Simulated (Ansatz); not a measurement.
Start from `N#[C][Al]([Cl])[Cl]` and change one atom or group to get `[Cl][Al]([Cl])[GeH3]`.

Ansatz, PBE0-D4/def2-TZVP geometries, multiplicity 1. 

Scalar relativity is left out up to krypton.

```
                                          property  `N#[C][Al]([Cl])[Cl]`
               LUMO energy (B3LYP/def2-TZVPP) / eV                  -2.51
    size of the dipole moment (PBE/def2-TZVPP) / D                   2.36
             LUMO energy (ωB97M-V/def2-TZVPP) / eV                  -0.47
size of the dipole moment (ωB97M-V/def2-TZVPP) / D                   2.41
    zero-point energy (PBE0-D4/def2-TZVP) / kJ/mol                   29.9
                 LUMO energy (PBE/def2-TZVPP) / eV                  -3.11
```

What does the change do to each property? (Estimate.)

Computed: 
| property | `[Cl][Al]([Cl])[GeH3]` | shift |
| --- | --- | --- |
| LUMO energy (B3LYP/def2-TZVPP) / eV | -1.93 | 0.58 |
| size of the dipole moment (PBE/def2-TZVPP) / D | 1.32 | -1.04 |
| LUMO energy (ωB97M-V/def2-TZVPP) / eV | -0.05 | 0.42 |
| size of the dipole moment (ωB97M-V/def2-TZVPP) / D | 1.31 | -1.10 |
| zero-point energy (PBE0-D4/def2-TZVP) / kJ/mol | 69.5 | 39.6 |
| LUMO energy (PBE/def2-TZVPP) / eV | -2.50 | 0.61 |

With PBE0 the HOMO rises by 1.61 eV and the LUMO rises by 0.53 eV, so the gap narrows by about 1.08 eV. PBE moves the HOMO by 1.31 eV and ωB97M-V by 1.90 eV. The zero-point energy changes by 39.6 kJ/mol with +6 modes. Dipoles are sizes alone; their direction can turn.

B3LYP here is the variant with VWN-RPA as its local correlation; programs differ in this.
